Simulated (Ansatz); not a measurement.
A CCSD(T) single point on C$_{6}$H$_{5}$Li, SMILES `[Li][c]1ccccc1`.

```yaml
crystal:
  periodic: [false, false, false]
  atoms:
    - {symbol: Li, position_ang: [-0.095374, -3.322622, -0.357978]}
    - {symbol: C, position_ang: [-0.035783, -1.377786, -0.146261]}
    - {symbol: C, position_ang: [-0.760791, -0.695363, 0.846840]}
    - {symbol: C, position_ang: [-0.727158, 0.685433, 1.007598]}
    - {symbol: C, position_ang: [0.051447, 1.461624, 0.162130]}
    - {symbol: C, position_ang: [0.787054, 0.839087, -0.835283]}
    - {symbol: C, position_ang: [0.735830, -0.543497, -0.974617]}
    - {symbol: H, position_ang: [-1.389762, -1.255091, 1.539781]}
    - {symbol: H, position_ang: [-1.309024, 1.158435, 1.793631]}
    - {symbol: H, position_ang: [0.084590, 2.539754, 0.279250]}
    - {symbol: H, position_ang: [1.401665, 1.433490, -1.505419]}
    - {symbol: H, position_ang: [1.334307, -0.978664, -1.775572]}
basis:
  gaussian: {orbitals: def2-SVP}
correlation: {method: ccsd_t}
```

```sh
$ ansatz run in.yaml --threads 4 --pin off --events-out ev --progress --plain
```

The program prints (abridged):

```
Functional definition: HF
1262 factors; integrals over basis functions are off by at most 1.5e-3 eV
mean field evaluation 1: about -6454.5909 eV, gradient 3.7e1 eV
mean field evaluation 2: about -6454.7684 eV, gradient 3.6e1 eV
mean field evaluation 4: about -6458.8589 eV, gradient 4.6e0 eV
mean field evaluation 8: about -6458.9335 eV, gradient 2.3e-1 eV
mean field evaluation 16: about -6458.7651 eV, gradient 1.5e0 eV
mean field -6458.93387784 eV, -237.3614419880 hartree, gradient 8.4e-6 eV, S^2 0.000000; 0 other end points of the search recorded, 0 dependent functions left out; unrestricted orbitals would lower it
6 core orbitals not correlated: weight in the atoms' cores, before any rotation towards them, 1.000 or more for the frozen orbitals, at most 0.000 for the correlated occupied ones
reference -6458.93387784 eV, -237.3614419880 hartree; 16, 16 occupied and 96, 96 virtual orbitals, 1262 factors
second order -21.43834059 eV of doubles, -0.00000000 eV of singles
cycle   1  -21.63900975 eV  change   -2.0e-1 eV  update   1.2e-1
cycle   2  -22.27326658 eV  change   -6.3e-1 eV  update   3.7e-2
cycle   3  -22.40903880 eV  change   -1.4e-1 eV  update   1.7e-2
cycle   4  -22.41075492 eV  change   -1.7e-3 eV  update   6.0e-3
cycle   5  -22.41203570 eV  change   -1.3e-3 eV  update   3.0e-3
cycle   6  -22.41155096 eV  change    4.8e-4 eV  update   1.4e-3
cycle   7  -22.41124804 eV  change    3.0e-4 eV  update   7.2e-4
cycle   8  -22.41127898 eV  change   -3.1e-5 eV  update   2.9e-4
cycle   9  -22.41123775 eV  change    4.1e-5 eV  update   9.0e-5
cycle  10  -22.41119498 eV  change    4.3e-5 eV  update   2.8e-5
cycle  11  -22.41120017 eV  change   -5.2e-6 eV  update   8.7e-6
perturbative correction -1.01367481 eV, -0.0372518621 hartree
Total energy: -6482.35875282 eV, -238.2222902654 hartree
```

It took 6 s on 4 threads of a server CPU on a shared host, with 0.74 GiB of host memory at the peak.

MP2 recovers 91.5 % of the CCSD(T) correlation energy and the triples give 4.3 %; T1 = 0.0124.
